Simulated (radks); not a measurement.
The numbers below are computed, except where a source is named.
Effect of the nuclear size on the europium ion Eu+, [Xe] 4f7 6s1. Level of theory: Dirac Kohn-Sham, exchange-only LDA, spin-unpolarised, spherical densities, finite nucleus; open shells are shared between the two j in proportion to 2j + 1; Fermi nuclear charge, rms radius 5.1115 fm (a radial shooting solver on a logarithmic mesh with Libxc functionals). The rms radius is varied about that value; shifts are against it.

| rms radius (fm) | total energy shift (eV) | density at nucleus (e/bohr^3) | 1s1/2 shift (meV) | 2s1/2 shift (meV) | 5s1/2 shift (meV) | 5p1/2 shift (meV) | 6s1/2 shift (meV) | 4f7/2 shift (meV) | 6p1/2 (empty) shift (meV) |
|---|---|---|---|---|---|---|---|---|---|
| 4.5083 | -4.16 | 5.949e+05 | -1720 | -219 | -1.71 | 0.132 | -0.149 | 0.260 | 0.042 |
| 4.8201 | -2.06 | 5.852e+05 | -850 | -108 | -0.845 | 0.065 | -0.074 | 0.129 | 0.021 |
| 5.1115 | 0 | 5.768e+05 | 0.000 | 0.000 | 0.000 | 0.000 | 0.000 | 0.000 | 0.000 |
| 5.2648 | 1.12 | 5.726e+05 | 462 | 59.0 | 0.460 | -0.036 | 0.040 | -0.070 | -0.011 |
| 6.1849 | 8.35 | 5.503e+05 | 3450 | 440 | 3.43 | -0.265 | 0.299 | -0.523 | -0.084 |

Slopes of the eigenvalues against <r^2> in GHz/fm^2, as finite differences over the two radii next to the reference (eigenvalue slopes, not the field-shift constants of lines): 1s1/2 70700, 2s1/2 9030, 5s1/2 70.3, 5p1/2 -5.44, 6s1/2 6.12, 4f7/2 -10.7, 6p1/2 (empty) -1.72.
